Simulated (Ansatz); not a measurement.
`[F][Sn]([F])([Cl])[Cl]` + HI → `[F][Sn]([F])([Cl])[I]` + HCl  (ligand exchange at the Sn–Cl bond)

Computed with Ansatz on PBE0-D4/def2-TZVP structures; ΔE is electronic, products minus reactants. CCSD(T)/CBS is the MP2 limit (def2-TZVPP, def2-QZVPP) plus CCSD(T) − MP2 in def2-TZVPP, frozen cores. This one scheme is used for every species. DFT in def2-TZVPP. Elements past krypton have def2 core potentials. For I, Sn outer-core shells are correlated without core-valence functions, which leaves a few kJ/mol of doubt a bond.

```json
{"species": "`[F][Sn]([F])([Cl])[Cl]`", "r2SCAN-D4 energy (Eh)": "-1334.60466"}
{"species": "HI", "r2SCAN-D4 energy (Eh)": "-298.42090"}
{"species": "`[F][Sn]([F])([Cl])[I]`", "r2SCAN-D4 energy (Eh)": "-1172.25041"}
{"species": "HCl", "r2SCAN-D4 energy (Eh)": "-460.78592"}
```

(1) Work out ΔE.

Largest T1 diagnostic among the species: 0.013.

## Answers

(1) ΔE = (-1172.25041) + (-460.78592) − (-1334.60466) − (-298.42090) = -0.01077 Eh = -0.29 eV. CCSD(T)/CBS gives -0.35 eV.

The D4 term adds −0.03 eV with B3LYP and −0.02 eV with PBE0; it sums over pairs of atoms, weighted by their polarisabilities, and B3LYP, whose exchange is more repulsive, gets the larger term. In def2-TZVPP, CCSD(T) changes the Hartree–Fock value by −0.03 eV (the triples alone add −0.01 eV) and MP2 by −0.10 eV.

B3LYP here is the variant with VWN-RPA as its local correlation; programs differ in this.
